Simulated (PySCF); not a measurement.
Gas-phase reaction: 2 InI + 6 Cl → 2 InCl₃ + I₂

Energies from PySCF, thermal terms from the rigid-rotor harmonic-oscillator model, ideal gas at 1 bar. † marks an energy on the PBE0/def2-TZVP geometry and frequencies. MP2 freezes the core. Open shells (unrestricted): Cl (multiplicity 2, electronic degeneracy 6); the rest are closed-shell singlets. Spin-orbit splitting is ignored; it lowers the true energy and changes the entropy of Cl. B3LYP is the form with VWN-RPA correlation. I, In: scalar-relativistic def2 core potential, no spin-orbit coupling. MP2 isn't extrapolated to the basis-set limit; its ΔH°(298 K) is -1381.7 kJ in def2-SVP and -1471.6 kJ in def2-TZVPP. The harmonic model lacks anharmonicity and excited electronic states, which grow with temperature; levels with a mode under 35 cm⁻¹ are left out. Soft modes under 120 cm⁻¹ make the harmonic entropy rough for InCl₃.

| level | ΔE electronic, kJ | ΔH°(298 K), kJ | ΔS°(298 K), J/K | ΔG°(2000 K), kJ |
|---|---|---|---|---|
| B3LYP/def2-TZVP† | -1342 | -1336 | -603 | -130 |
| BLYP/def2-TZVP† | -1318 | -1313 | -603 | -106 |
| HF/def2-TZVP† | -1017 | -1011 | -603 | 195 |
| MP2/def2-TZVPP† | -1477 | -1472 | -603 | -265 |
| PBE/def2-TZVP† | -1469 | -1463 | -603 | -257 |
| PBE0/def2-QZVP† | -1456 | -1451 | -603 | -244 |
| PBE0/def2-SVP† | -1411 | -1406 | -603 | -199 |
| r2SCAN/def2-TZVP† | -1487 | -1482 | -603 | -276 |
| ωB97X-V/def2-TZVP† | -1494 | -1488 | -603 | -282 |
ΔH° is lowest at ωB97X-V/def2-TZVP† and highest at HF/def2-TZVP†. No reference value is set beside these.
